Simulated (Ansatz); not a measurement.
Cartesian coordinates in Å:
```
Si -1.310 0.907 0.704
C -0.015 -0.397 0.399
Cl -0.050 -1.656 1.652
C 0.189 -0.912 -1.040
Si 1.624 0.039 -0.374
H -1.091 1.545 2.025
H -2.673 0.316 0.650
H -1.181 1.928 -0.372
H -0.471 -0.502 -1.799
H 0.307 -1.989 -1.124
H 1.863 1.433 -0.799
H 2.810 -0.712 0.078
```

Total charge 0; spin multiplicity 1.

(1) List the ωB97M-V/def2-TZVPP orbital energies in eV (the Gaussian-basis code of Ansatz). (Estimate.)

## Answers

(1) Computed: Occupied: -2771.96, -1807.29, -1806.96, -282.84, -281.80, -262.31, -199.85, -199.63, -199.62, -148.41, -148.05, -102.53, -102.51, -102.50, -102.17, -102.16, -102.15, -26.87, -24.07, -19.50, -17.97, -16.82, -15.33, -14.58, -13.14, -12.68, -12.46, -12.17, -11.75, -11.22, -10.19, -9.10. Lowest empty: 1.31, 2.01, 2.19, 2.65, 2.74, 3.23, 3.32, 3.47.
